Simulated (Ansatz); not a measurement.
CH8BNSi2, relaxed with RKS PBE0-D4/def2-TZVP in the Gaussian-basis code of Ansatz from a PBE-D4/def2-SVP geometry. The force threshold is 0.005 eV/Å; the program also tests the step.

The species carries charge 0 and has multiplicity 1. The bonds changed during the relaxation, so this is another structure than the one it started from.

Start:

```xyz
13

N     1.585    0.619   -0.711
C     0.776    0.332    0.270
Si    1.419   -0.437    1.881
B    -0.603    0.815   -0.249
Si   -1.755   -0.359   -1.424
H     1.095    1.025   -1.553
H     0.717   -1.753    2.082
H     1.056    0.475    3.021
H     2.905   -0.634    1.807
H    -0.914    1.971   -0.018
H    -2.364    0.368   -2.597
H    -1.017   -1.568   -1.944
H    -2.901   -0.852   -0.566
```

| step | energy (eV) | largest force (eV/Å) | largest move (Å) |
| --- | --- | --- | --- |
| 1 | -19077.8569 | 0.848 | 0.000 |
| 2 | -19077.9006 | 0.195 | 0.031 |
| 3 | -19077.9050 | 0.074 | 0.022 |
| 4 | -19077.9063 | 0.112 | 0.023 |
| 5 | -19077.9084 | 0.080 | 0.015 |
| 6 | -19077.9122 | 0.149 | 0.062 |
| 7 | -19077.9146 | 0.180 | 0.061 |
| 8 | -19077.9173 | 0.159 | 0.063 |
| 9 | -19077.9196 | 0.172 | 0.064 |
| 10 | -19077.9211 | 0.177 | 0.074 |
| 11 (rejected) | -19077.9206 | 0.208 | 0.106 |
| 14 | -19077.9242 | 0.078 | 0.011 |
| 17 | -19077.9337 | 0.390 | 0.067 |
| 20 | -19077.9921 | 0.491 | 0.191 |
| 23 | -19078.2983 | 0.796 | 0.195 |
| 26 | -19078.8100 | 0.881 | 0.200 |
| 29 | -19078.8471 | 1.521 | 0.193 |
| 32 (rejected) | -19078.9013 | 1.002 | 0.191 |
| 35 | -19078.9389 | 0.070 | 0.050 |
| 38 | -19078.9399 | 0.042 | 0.025 |
| 41 | -19078.9405 | 0.026 | 0.032 |
| 44 | -19078.9410 | 0.026 | 0.021 |
| 47 | -19078.9412 | 0.014 | 0.018 |
| 49 | -19078.9412 | 0.005 | 0.004 |

End:

```xyz
13

N     1.837    1.435   -1.193
C     0.885    1.097   -0.606
Si    0.479   -0.533    1.696
B    -0.262    0.610    0.202
Si   -1.361   -0.580   -1.010
H     2.328    1.685   -2.026
H    -0.645   -1.143    2.458
H     1.307    0.252    2.656
H     1.334   -1.642    1.183
H    -0.911    1.535    0.620
H    -1.961    0.163   -2.157
H    -0.554   -1.693   -1.591
H    -2.475   -1.186   -0.231
```

Run time 2.6 min (4 threads of an Arm Neoverse V2 on a shared host); peak host memory 0.64 GiB.
